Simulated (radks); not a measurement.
Mn4+, configuration [Ar] 3d3. All-electron calculation, Dirac Kohn-Sham, PBE, spin-unpolarised, spherical densities, finite nucleus; open shells fill j = l - 1/2 first; Fermi nuclear charge, rms radius 3.7057 fm. Program: a radial shooting solver on a logarithmic mesh with Libxc functionals.

Normalised radial functions P(r) = r R(r) (large component), r in bohr:

r	2p3/2	3s1/2	3d3/2
0.00463	0.0098	0.1229	0.0000
0.005179	0.0121	0.1353	0.0000
0.005839	0.0153	0.1496	0.0000
0.006584	0.0192	0.1651	0.0000
0.007423	0.0241	0.1817	0.0001
0.00837	0.0303	0.1994	0.0001
0.009437	0.0380	0.2180	0.0001
0.01056	0.0468	0.2361	0.0002
0.0119	0.0584	0.2561	0.0002
0.01342	0.0728	0.2764	0.0003
0.01513	0.0906	0.2965	0.0005
0.01706	0.1124	0.3158	0.0007
0.01908	0.1370	0.3326	0.0009
0.02151	0.1689	0.3484	0.0013
0.02426	0.2075	0.3608	0.0018
0.02735	0.2538	0.3687	0.0025
0.03083	0.3090	0.3706	0.0035
0.03449	0.3697	0.3656	0.0047
0.03889	0.4454	0.3514	0.0065
0.04384	0.5333	0.3263	0.0090
0.04943	0.6340	0.2888	0.0123
0.05574	0.7477	0.2375	0.0167
0.06234	0.8652	0.1764	0.0222
0.07029	1.0021	0.0966	0.0300
0.07925	1.1482	0.0026	0.0402
0.08936	1.2998	-0.1032	0.0535
0.1007	1.4518	-0.2172	0.0706
0.1136	1.5978	-0.3339	0.0925
0.1271	1.7216	-0.4385	0.1180
0.1433	1.8324	-0.5373	0.1517
0.1615	1.9115	-0.6120	0.1928
0.1821	1.9499	-0.6516	0.2423
0.2053	1.9406	-0.6457	0.3005
0.2297	1.8850	-0.5917	0.3628
0.259	1.7748	-0.4775	0.4376
0.292	1.6164	-0.3057	0.5194
0.3292	1.4190	-0.0835	0.6061
0.3712	1.1961	0.1750	0.6944
0.4151	0.9792	0.4309	0.7748
0.4681	0.7536	0.6976	0.8545
0.5278	0.5496	0.9313	0.9226
0.595	0.3774	1.1074	0.9733
0.6709	0.2424	1.2081	1.0012
0.7504	0.1499	1.2268	1.0036
0.8461	0.0827	1.1695	0.9793
0.954	0.0416	1.0459	0.9280
1.076	0.0189	0.8780	0.8527
1.213	0.0077	0.6907	0.7581
1.367	0.0028	0.5077	0.6505
1.529	0.0009	0.3570	0.5447
1.724	0.0002	0.2270	0.4322
1.944	0.0001	0.1327	0.3270
2.192	0.0000	0.0706	0.2343
2.472	0.0000	0.0338	0.1574
2.765	0.0000	0.0153	0.1017
3.117	0.0000	0.0057	0.0587
3.514	0.0000	0.0019	0.0309

2p3/2: eigenvalue -686.53 eV, 0 radial nodes, <r> = 0.248 bohr, 90 % of the charge inside 0.406 bohr. 3s1/2: eigenvalue -142.45 eV, 2 radial nodes at r = 0.0795, 0.343 bohr, <r> = 0.833 bohr, 90 % of the charge inside 1.24 bohr. 3d3/2: eigenvalue -60.784 eV, 0 radial nodes, <r> = 0.967 bohr, 90 % of the charge inside 1.59 bohr.
